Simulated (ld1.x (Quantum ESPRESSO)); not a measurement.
**F: what ld1.x (Quantum ESPRESSO) 7.5 does with a changed input**

Command:

```bash
ld1.x < F.in > F.out
```

Input:

```
&input
   title='F', zed=9., rel=1, dft='PBESOL', iswitch=3,
   config='[Ne] 2s2 2p5',
   nld=2, rlderiv=2.05, eminld=-4.0, emaxld=5.0, deld=0.02
 /
 &inputp
   pseudotype=3, tm=.true., lloc=-1, rcloc=1.25,
   nlcc=.true.,
   which_augfun='PSQ', rmatch_augfun_nc=.true.,
   file_pseudopw='F.UPF', file_wfcaegen='ae.wfc', file_wfcncgen='nc.wfc', file_beta='beta', file_chi='chi', file_wfcusgen='us.wfc'
 /
4
2S  1  0   2.00   0.00  0.45  0.65  0.0
2S  1  0   0.00  -0.55  0.45  0.65  0.0
2P  2  1   5.00   0.00  1.75  1.90  0.0
2P  2  1   0.00  -0.50  1.75  1.90  0.0
 &test
   configts(1)='2s2 2p5'
 /
```

Output:

```
Program LD1 v.7.5

 %%%%%%%%%%%%%%%%%%%%%%%%%%%%%%%%%%%%%%%%%%%%%%%%%%%%%%%%%%%%%%%%%%%%%%%%%%%%%%
     Error in routine el_config (4):
     wavefunction 2S found too many times
 %%%%%%%%%%%%%%%%%%%%%%%%%%%%%%%%%%%%%%%%%%%%%%%%%%%%%%%%%%%%%%%%%%%%%%%%%%%%%%

     stopping ...
```

Problem. This input was made by a single change from one that runs to its end. What was changed?

Solution. The change: core typed as [Ne] in place of [He]. The program refuses the input: "el_config: wavefunction 2S found too many times".
